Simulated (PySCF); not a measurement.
Working out the ionisation energy of Al⁺

Al⁺ [Ne] 3s2 (1S) → Al²⁺ [Ne] 3s1 (2S). Calculation: PySCF 2.14, in aug-cc-pCVTZ-DK (8s7p5d3f, 75 functions); the spin-free X2C one-electron Hamiltonian (Gaussian nucleus). Frozen: nothing. Energies in hartree (1 hartree = 27.21139 eV):

| part | Al⁺ (lower) | Al²⁺ (upper) |
| --- | --- | --- |
| UHF | -242.109191 | -241.464209 |
| MP2 opposite-spin | -0.257133 | -0.225603 |
| MP2 same-spin | -0.085501 | -0.082088 |

What does Hartree-Fock give?

(-241.464209) − (-242.109191) = 0.644982 hartree = 17.551 eV.

What do MP2 and SCS-MP2 (6/5 opposite-spin, 1/3 same-spin) give?

The opposite-spin parts differ by 0.858 eV and the same-spin parts by 0.093 eV. MP2: 17.551 + (0.858) + (0.093) = 18.502 eV. SCS-MP2: 17.551 + 1.2 × (0.858) + (0.093)/3 = 18.612 eV.

Measured between the centres of the two terms (NIST): 18.829 eV, so MP2 (all electrons) is off by -0.327 eV.

What remains against the reference includes basis incompleteness and correlation beyond second order.
